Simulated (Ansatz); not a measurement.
Ideal-gas functions of `SB[O][AlH][Cl]` at 500 K and 1 bar, from an Ansatz frequency run at PBE0-D4/def2-TZVP.

Molar mass 124.34 g/mol, point group C1 (symmetry number 1), electronic degeneracy 1, moments of inertia 76.093, 581.129, 621.51 u Å². Harmonic wavenumbers (cm⁻¹, unscaled): 27, 60, 76, 210, 325, 412, 467, 519, 631, 679, 809, 834, 884, 1131, 1428, 2020, 2608, 2730.

Use S(trans) = R[1.5 ln M + 2.5 ln T − 1.1517]; rotational temperatures θ = 24.2544 K / I; S(rot) = R[ln(√π/σ · √(T³/θAθBθC)) + 1.5]; for each mode x = 1.438777 ν̃/T, S = R[x/(eˣ − 1) − ln(1 − e⁻ˣ)] and H = RT x/(eˣ − 1); 1 cm⁻¹ = 0.0119627 kJ/mol; R = 8.31446 J/(mol·K).

Problem. By hand: the entropy, in J/(mol·K).

Solution. Translation 179.8. Rotation: θ = 0.3187, 0.0417, 0.039 K, giving 126.2. Vibration, mode by mode: 29.56, 22.93, 20.97, 12.63, 9.17, 7.37, 6.46, 5.71, 4.41, 3.95, 2.94, 2.78, 2.48, 1.41, 0.71, 0.17, 0.04, 0.03, in all 133.7. Electronic 0.0. Sum 439.7 J/(mol·K).

Problem. By hand: H − E and G − E in kJ/mol, counted from the electronic energy.

Solution. Zero-point energy ½ × 15850 × 0.0119627 = 94.8; thermal vibration 29.7; translation, rotation and pV give 4 RT = 16.6. H − E = 141.1 kJ/mol, and G − E = 141.1 − 500 × 439.7/1000 = -78.8 kJ/mol.

Vibration gives 30 % of the entropy, 73.5 J/(mol·K) of it from the modes under 150 cm⁻¹: soft modes count most, and the harmonic formula is weakest for them. The sum counts one conformer and one mirror image; others add a mixing term.
